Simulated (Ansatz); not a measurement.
`N[SiH](N)F` + `N[SiH2]O[SiH3]` → `N[SiH2]O[SiH](N)F` + `N[SiH3]`  (redistribution)

Calculated with Ansatz (gas phase, PBE0-D4/def2-TZVP geometries, no zero-point term in ΔE). CBS: MP2 limit from def2 TZ/QZ plus the TZ coupled-cluster correction, frozen cores. This one scheme is used for every species. DFT in def2-TZVPP. B3LYP here is the variant with VWN-RPA as its local correlation; programs differ in this. Each species was taken in one conformer, which may not be the lowest.

Is it downhill or uphill in electronic energy at CCSD(T)/CBS, and by how much? (Estimate.)

Ansatz gave: Nearly level: ΔE = -1.3 kJ/mol.

What do these levels give: PBE-D4, r2SCAN-D4, B3LYP-D4, ωB97X-V, ωB97M-V, PBE, r2SCAN, HF/def2-TZVPP, MP2/def2-TZVPP, CCSD/def2-TZVPP, HF/CBS(def2), MP2/CBS(def2)? (Best estimate.)

The calculation gave: PBE-D4 -2.9, r2SCAN-D4 -1.7, B3LYP-D4 -2.3, ωB97X-V -1.8, ωB97M-V -2.3, PBE 0.2, r2SCAN -0.8, HF/def2-TZVPP 4.3, MP2/def2-TZVPP -0.8, CCSD/def2-TZVPP -0.5, HF/CBS(def2) 4.6, MP2/CBS(def2) -0.5 kJ/mol.

Largest T1 diagnostic among the species: 0.011.

In def2-TZVPP, CCSD(T) changes the Hartree–Fock value by −5.8 kJ/mol (the triples alone add −1.1 kJ/mol) and MP2 by −5.1 kJ/mol. The D4 term adds −4.9 kJ/mol with B3LYP and −2.9 kJ/mol with PBE0; it sums over pairs of atoms, weighted by their polarisabilities, and B3LYP, whose exchange is more repulsive, gets the larger term.
